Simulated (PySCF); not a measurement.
Species: C6H8F3P.
Numbering: `[CH3:1][C:2]1=[C:3]([C:4]([F:5])([F:6])[F:7])[CH2:8][CH2:9][PH:10]1`

Geometry (GFN2-xTB, Å), atoms numbered from 1 in this order:
```xyz
18
C6H8F3P angstrom
C      2.2381    0.1344    0.3478
C      0.8281   -0.3044    0.1712
C     -0.2444    0.4550   -0.0604
C     -0.1897    1.9451   -0.1977
F     -1.3842    2.4819   -0.4879
F      0.2345    2.5603    0.9250
F      0.6471    2.3510   -1.1750
C     -1.5644   -0.2410   -0.2444
C     -1.4012   -1.6552    0.3168
P      0.4096   -2.1007    0.2612
H      2.8328   -0.2061   -0.5005
H      2.6533   -0.3254    1.2438
H      2.3285    1.2145    0.4266
H     -2.3698    0.2970    0.2587
H     -1.8050   -0.2674   -1.3124
H     -2.0008   -2.3931   -0.2160
H     -1.7038   -1.6809    1.3678
H      0.4826   -2.2586   -1.1362
```

NICS = −σ at a ghost point: NICS(0) at the centroid of the ring atoms, NICS(1) 1 Å to either side along the normal of their mean plane, zz for the tensor component along that normal. Level: GIAO PBE0/pcSseg-1 (PySCF, non-relativistic, gas phase) on the GFN2-xTB geometry, one conformer.

Ring bond lengths (Å), with Mayer bond orders in brackets: C2–C3 1.334 (1.73), C3–C8 1.504 (1.04), C8–C9 1.530 (1.01), C9–P10 1.866 (0.97), P10–C2 1.847 (0.94).

Give the NICS values of each ring in ppm.

| ring | type | NICS(0) | NICS(1), two faces | NICS(1)zz, two faces | rms pucker (Å) | centre to ring atoms, mean (Å) |
| --- | --- | --- | --- | --- | --- | --- |
| C2–C3–C8–C9–P10 | 5-membered ring with P; formal bonds 1 double, 4 single | -3.1 | -4.0 / -2.5 | -2.2 / 0.7 | 0.11 | 1.36 |

What can be read from them?

- C2–C3–C8–C9–P10: mean NICS(1)zz -0.8 ppm, near zero. C8, C9 have four or more neighbours, and the NICS criterion for π rings isn't applied.

At the second NICS(1) probe listed for ring C2–C3–C8–C9–P10, 1 Å off the ring, how large is the induced field along the normal in 11.7 T applied along it?

NICSzz × B0 = 0.7 ppm × 11.7 T = 8 μT, along the applied field.

List the ring angles and the Hirshfeld charges of the ring atoms.

- C2–C3–C8–C9–P10: C2 112.3° (-0.031 e), C3 117.6° (-0.045 e), C8 106.8° (-0.077 e), C9 108.3° (-0.108 e), P10 89.4° (+0.118 e); sum 534.4° against 540° for a flat convex ring.

Time: 48 s wall (with the writing of density and orbital grids); peak memory 1.0 GiB. Hardware: an Arm Neoverse V2 with one thread, shared host with 32 logical CPUs at a one-minute load of 25. This is the whole shielding run at PBE0/pcSseg-1, SCF included.
